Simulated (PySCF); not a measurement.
# Excited states of Se⁶⁺ (selenium, charge +6)

Ground state [Ar] 3d10, ¹S. All numbers are calculated (PySCF 2.14, a scalar-relativistic core potential, in aug-cc-pVDZ-PP with one added diffuse shell each of s, p, d type with ECP10MDF (6s5p4d, 41 functions)). Vertical excitation energies in eV without spin-orbit coupling; excited terms of each kind are numbered among those the solver found. Frozen: 3s2 3p6.

```
 term  leading excitation  EOM-EE-CCSD
 1 3D              3d → s       57.034
 1 1D              3d → s       57.850
1 3P°              3d → p       72.915
1 3F°              3d → p       73.496
1 1F°              3d → p       73.942
1 3D°              3d → p       74.525
1 1D°              3d → p       74.532
1 1P°              3d → p       74.800
 1 3G              3d → d       98.091
 1 3F              3d → d       98.093
 1 1G              3d → d       98.209
 2 3D              3d → d       98.339
 1 1F              3d → d       98.623
```

The solver can miss terms.
